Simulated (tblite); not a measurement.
C3H12SSi3.
Structure used (GFN2-xTB), in Å, numbered top down from 1:
```
atom  x, y, z in Å
C1     3.498   -0.134   -0.835
S2     2.287   -1.041    0.170
Si3    0.532    0.103   -0.352
Si4   -0.168    2.001    0.804
C5    -1.677    0.818    0.920
C6    -1.038   -0.543    0.543
Si7   -2.215   -1.724   -0.358
H8     3.179   -0.121   -1.872
H9     3.599    0.879   -0.457
H10    4.442   -0.660   -0.743
H11    0.489    0.028   -1.821
H12   -0.451    3.276    0.136
H13    0.417    2.319    2.112
H14   -2.428    1.097    0.178
H15   -2.195    0.778    1.877
H16   -0.713   -1.039    1.462
H17   -2.633   -1.078   -1.607
H18   -1.537   -2.988   -0.637
H19   -3.399   -1.961    0.473
```

Computed with GFN2-xTB (tblite): harmonic, unscaled wavenumbers at the GFN2-xTB geometry, gas phase. Errors from tens to a few hundred cm⁻¹ against measured bands are possible. Modes of hydrogen on silicon can be 10 to 20 % off. One conformer, not necessarily the lowest.

Harmonic wavenumbers (cm⁻¹): 33.6, 61.1, 81.4, 101.5, 123.0, 125.3, 146.2, 209.1, 256.0, 327.2, 369.8, 401.8, 473.4, 489.1, 503.6, 532.4, 557.8, 617.6, 637.6, 659.4, 726.6, 731.2, 764.6, 778.7, 782.0, 797.4, 801.6, 865.2, 948.8, 957.9, 1012.5, 1055.5, 1100.1, 1204.3, 1254.9, 1324.7, 1458.0, 1463.3, 1492.4, 2144.5, 2197.6, 2206.4, 2230.1, 2240.9, 2277.6, 2923.7, 2954.4, 2994.1, 3025.6, 3028.8, 3058.9.

A = 1504, B = 812.0, C = 574.4 MHz; mass 163.997 u (most abundant isotopes); point group C1, symmetry number 1.

Q: What is the zero-point energy?

A: ½Σν̃ = 28755 cm⁻¹ = 82.21 kcal/mol.

Q: Entropy at 273.15 K, 1 bar (ideal gas, RRHO, classical rotation)?

A: Translation 40.78, rotation 30.24, vibration 36.61: S = 107.6 cal/(mol K).

Q: And Cp and H(273.15 K) − H(0)?

A: Cp = 44.04 cal/(mol K), of which vibrations give 36.09 (their classical limit is 51 R = 101.3); H(273.15 K) − H(0) = 7.32 kcal/mol without the zero-point energy, 5.14 from vibrations.

Q: What must be added to the electronic energy to get the Gibbs energy at 273.15 K and 1 bar?

A: ZPE + [H(273.15 K) − H(0)] − T·S = 82.21 + 7.32 − 29.40 = 60.13 kcal/mol.

Q: How do the functions run with temperature in this model?

A: 
```csv
T (K),S (cal/(mol K)),Cp (cal/(mol K)),H − H(0) (kcal/mol),G − H(0) (kcal/mol),ln q(vib)
50,62.6,16.0,0.56,-2.57,0.90
100,75.9,22.7,1.54,-6.05,2.72
298.15,111.6,46.9,8.45,-24.83,9.81
373.15,123.0,54.4,12.26,-33.63,12.36
500,140.4,64.4,19.82,-50.35,16.52
750,169.2,77.8,37.72,-89.18,24.05
1000,192.9,86.5,58.34,-134.52,30.76
```

q(vib) and H(0) count from the zero-point level.

Hindered rotation and anharmonicity are outside this model. Other conformers, if any are populated, would add a mixing term that is left out. The structure is chiral; the term R ln 2 for an equal mix with its mirror image is left out.
